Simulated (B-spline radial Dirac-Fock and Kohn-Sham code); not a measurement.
## Two-hole binding energies of Mo⁵⁺

System: molybdenum as Mo⁵⁺ in the configuration [Kr] 4d1.

The run's input, task.json:

```json
{"items": [{
  "Z": 42,
  "q": 5,
  "cfg": [[1, 0, 2], [2, 0, 2], [2, 1, 6], [3, 0, 2], [3, 1, 6], [3, 2, 10], [4, 0, 2], [4, 1, 6], [4, 2, 1]],
  "A": 98,
  "rrms": 4.4091,
  "do": ["binding", "quiet", "double"]
}]}
```

Launch: `python xray_run.py task.json out`

These are calculated numbers from a radial atomic solver; the model is multi-electron Dirac-Fock with separately optimised hole states, Breit and Lamb-shift corrections added in first order. U is the two-hole binding energy less the two single-hole energies, the effective repulsion of the holes after relaxation. Each two-hole energy is an average over J within one jj subconfiguration.

```csv
holes,E(a) (eV),E(b) (eV),E(ab) (eV),U (eV)
1s⁻¹ 3p1/2⁻¹,20079.8,493.8,20631.3,57.7
1s⁻¹ 3p3/2⁻¹,20079.8,476.0,20611.5,55.7
1s⁻¹ 3d3/2⁻¹,20079.8,310.0,20440.5,50.7
2s⁻²,2953.6,2953.6,?,?
2s⁻¹ 2p3/2⁻¹,2953.6,2602.8,5657.2,100.9
2p1/2⁻²,2707.7,2707.7,5549.9,134.5
2s⁻¹ 3p3/2⁻¹,2953.6,476.0,3479.0,49.5
2s⁻¹ 3d3/2⁻¹,2953.6,310.0,3315.3,51.7
2s⁻¹ 3d5/2⁻¹,2953.6,306.8,3311.7,51.3
2p1/2⁻¹ 3d3/2⁻¹,2707.7,310.0,3068.1,50.4
2p1/2⁻¹ 3d5/2⁻¹,2707.7,306.8,3066.7,52.2
2p3/2⁻¹ 3d3/2⁻¹,2602.8,310.0,2965.2,52.4
2p3/2⁻¹ 3d5/2⁻¹,2602.8,306.8,2960.4,50.8
3d5/2⁻²,306.8,306.8,656.0,42.4
```

Problem. Give the missing two-hole energy and U.

Solution. E(ab) = 6017.5 eV and U = 110.4 eV.
